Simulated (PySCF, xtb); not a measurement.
BeCl2, SMILES [Cl][Be][Cl].

GFN2-xTB (xtb) at its own geometry gives an orbital gap of 6.55 eV and a dipole moment of 0.00 D.

Coordinates come from a B3LYP-D3(BJ)/def2-TZVP optimisation. The isomer is the one that the SMILES or the coordinates give; other isomers of the formula were not compared.

Problem. What does B3LYP/def2-TZVPD run with PySCF give? (The exact figures need the calculation; the answer reports its results.)

Solution. gap 8.42 eV (levels -9.31 and -0.88 eV), dipole 0.00 D.
